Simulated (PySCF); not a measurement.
NICS in isomers of C7H6F2O.

NICS = −σ at a ghost point: NICS(0) at the centroid of the ring atoms, NICS(1) 1 Å to either side along the normal of their mean plane, zz for the tensor component along that normal. Level: GIAO PBE0/pcSseg-1 (PySCF, non-relativistic, gas phase) on the GFN2-xTB geometries, one conformer each. Atom numbers follow the mapped SMILES.

Problem. Order these rings by mean NICS(1)zz, lowest (most negative) first (ppm).
A. ring C2–C3–C4–C5 in `[CH2:1]=[C:2]1[CH:3]=[CH:4]/[C:5]1=[C:6](\[F:7])[O:8][CH2:9][F:10]`
B. ring C5–C6–C7–C8–C9–C10 in `[F:1][CH:2]([F:3])[O:4][c:5]1[cH:6][cH:7][cH:8][cH:9][cH:10]1`
C. ring C2–C3–C4–C6–C8–C9 in `[CH3:1][c:2]1[cH:3][c:4]([F:5])[c:6]([OH:7])[cH:8][c:9]1[F:10]`
D. ring C2–C3–C4–C5–C9–C10 in `[OH:1][c:2]1[cH:3][cH:4][c:5]([CH:6]([F:7])[F:8])[cH:9][cH:10]1`

Solution. B (-28.4), D (-26.4), C (-24.5), A (4.2).

```json
{"SMILES": "FC(F)Oc1ccccc1", "ring": "6-membered carbocycle; formal bonds all aromatic", "NICS(0)": "-9.8", "NICS(1)": "-11.4", "NICS(1)zz": "-28.4", "HOMA": "1.00", "rms pucker (Å)": "0.00", "ring atoms with four or more neighbours": "0"}
{"SMILES": "Oc1ccc(C(F)F)cc1", "ring": "6-membered carbocycle; formal bonds all aromatic", "NICS(0)": "-9.4", "NICS(1)": "-10.9", "NICS(1)zz": "-26.4", "HOMA": "0.99", "rms pucker (Å)": "0.00", "ring atoms with four or more neighbours": "0"}
{"SMILES": "Cc1cc(F)c(O)cc1F", "ring": "6-membered carbocycle; formal bonds all aromatic", "NICS(0)": "-12.5", "NICS(1)": "-11.1", "NICS(1)zz": "-24.5", "HOMA": "0.99", "rms pucker (Å)": "0.00", "ring atoms with four or more neighbours": "0"}
{"SMILES": "C=C1C=C/C1=C(\\F)OCF", "ring": "4-membered carbocycle; formal bonds 1 double, 3 single", "NICS(0)": "2.9", "NICS(1)": "-2.0", "NICS(1)zz": "4.2", "HOMA": "-0.70", "rms pucker (Å)": "0.00", "ring atoms with four or more neighbours": "0"}
```

NICS(0) gives another order. The isotropic NICS(1) gives another order. Over the 4 rings with a HOMA value its correlation coefficient with NICS(1)zz is -0.99. HOMA uses Krygowski's 1993 parameters. NICS(1) and NICS(1)zz are means over the two faces.
